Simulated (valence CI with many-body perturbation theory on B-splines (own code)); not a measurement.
Results of a calculation; reference values are marked as such.
## Hyperfine factors and g values of Ir XLVII

Level of theory: configuration interaction combined with many-body perturbation theory (CI+MBPT): three valence electrons over a frozen Dirac-Fock core [Ar] 3d10, radial functions for each j: 11 s, 11 p, 10 d, 8 f, 5 g, 2 h, with the one-electron correlation potential Σ1 (screened to all orders), the two-electron term Σ2, the three-electron term Σ3, Breit, model QED; selected single and double excitations, second order for the rest, scaled by the run's own slope (own B-spline code, finite nucleus).

No measured spectrum was set against this ion. As an estimate, large intervals hold to a few tenths of a per cent, small ones and those within an open d or f shell to about a per cent.

A/g_I is the dipole constant over the nuclear g factor μ/I (μ in nuclear magnetons, uniformly magnetised nucleus), B/Q the quadrupole constant per barn. Both hold the static response of the core; the bare values leave it out. Large factors of s and p1/2 electrons are usually good to 5 to 10 %; those of open d and f shells near neutrality can be off by tens of per cent, and small factors of p3/2, d and f electrons come from cancelling terms and can be off by a factor of two or in sign, in half-filled shells by more. B is blank for J = 1/2, where it vanishes, and for nearly pure S terms. Energies count from the lowest level.

Levels are named by their leading jj configuration (3d3/2^4 stands for four electrons in 3d with j = 3/2), which in mixed levels can hold well under half, so a name can repeat and another be missing. Letters in brackets count levels of one name in rising energy.

```tsv
Level	E (Ry)	g	A/g_I (MHz)	A/g_I bare	B/Q (MHz/b)	B/Q bare
(4s^2 4p1/2) J=1/2	0.000	0.658	643000	624000		
(4s 4p1/2^2) J=1/2	7.686	2.166	1940000	1880000		
(4s^2 4p3/2) J=3/2	8.925	1.329	70400	67800	142000	137000
(4s 4p1/2 4p3/2) J=3/2 [a]	15.567	1.652	454000	440000	115000	111000
(4s 4p1/2 4p3/2) J=5/2	16.226	1.354	559000	542000	104000	101000
(4s 4p1/2 4p3/2) J=3/2 [b]	17.151	0.983	15500	15000	88800	86200
(4s 4p1/2 4p3/2) J=1/2	17.331	1.245	-700000	-678000		
(4s^2 4d3/2) J=3/2	21.546	0.815	25200	25500	19700	19700
(4s^2 4d5/2) J=5/2	23.171	1.239	70000	68500	13300	13300
(4p1/2^2 4p3/2) J=3/2	24.839	1.323	65400	63900	133000	129000
(4s 4p3/2^2) J=5/2	25.120	1.393	405000	392000	54400	52800
(4s 4p3/2^2) J=1/2	26.249	1.908	1970000	1910000		
(4s 4p3/2^2) J=3/2	26.521	1.196	-303000	-294000	-28600	-27800
(4s 4p1/2 4d3/2) J=3/2 [a]	27.596	0.501	-177000	-171000	28900	28300
(4s 4p1/2 4d3/2) J=5/2	28.164	1.037	518000	502000	6410	6710
(4s 4p1/2 4d3/2) J=1/2	29.180	0.397	-802000	-776000		
(4s 4p1/2 4d3/2) J=3/2 [b]	29.283	1.295	504000	489000	18400	17900
(4s 4p1/2 4d5/2) J=5/2 [a]	30.110	1.357	185000	181000	24200	23900
(4s 4p1/2 4d5/2) J=7/2	30.533	1.246	376000	365000	2460	2870
(4s 4p1/2 4d5/2) J=5/2 [b]	30.971	1.059	21000	21300	27300	26800
(4s 4p1/2 4d5/2) J=3/2	31.050	1.143	-399000	-386000	-348	-35.5
(4p1/2 4p3/2^2) J=3/2	33.689	1.380	-62800	-60100	24300	23700
(4p1/2 4p3/2^2) J=5/2	33.707	1.157	178000	172000	23900	23300
(4p1/2 4p3/2^2) J=1/2	34.201	0.659	633000	612000		
(4s^2 4f5/2) J=5/2	36.222	0.859	-23700	-22200	26400	25000
(4p1/2^2 4d3/2) J=3/2	36.596	0.773	35200	34300	24800	24500
(4s^2 4f7/2) J=7/2	36.752	1.154	61900	60700	46800	44600
(4s 4p3/2 4d3/2) J=3/2 [a]	37.178	1.320	279000	270000	-6590	-6670
(4s 4p3/2 4d3/2) J=1/2 [a]	37.183	2.300	1000000	970000		
(4s 4p3/2 4d3/2) J=5/2 [a]	37.194	1.258	322000	312000	31900	30800
(4s 4p3/2 4d3/2) J=7/2	37.595	1.266	266000	258000	85100	82600
(4s 4p3/2 4d5/2) J=9/2	38.233	1.329	251000	244000	172000	167000
(4s 4p3/2 4d3/2) J=3/2 [b]	38.288	0.983	26800	26500	-78300	-75800
(4s 4p3/2 4d3/2) J=1/2 [b]	38.936	0.586	278000	270000		
(4p1/2^2 4d5/2) J=5/2	38.937	1.192	4580	6080	20500	20300
(4s 4p3/2 4d5/2) J=5/2 [a]	39.132	1.348	387000	376000	-77200	-74800
(4s 4p3/2 4d3/2) J=5/2 [b]	39.180	0.951	-95400	-91900	88100	85900
(4s 4p3/2 4d5/2) J=3/2 [a]	39.504	1.172	-148000	-142000	-78700	-76300
(4s 4p3/2 4d5/2) J=7/2 [a]	39.651	1.193	55800	54600	138000	135000
(4s 4p3/2 4d5/2) J=7/2 [b]	40.396	1.212	83300	81500	72000	70300
```

(1) Take the isotope of mass number 193, with I = 3/2, μ = 0.163 μN and Q = 0.751 b. What is the hyperfine structure of (4s^2 4p3/2) J=3/2?

Results:

(1) From the table A = 7650 MHz, B = 106000 MHz. Shifts from the centre of gravity in MHz: F = 0: 104000, F = 1: 5460, F = 2: -85200, F = 3: 43700.
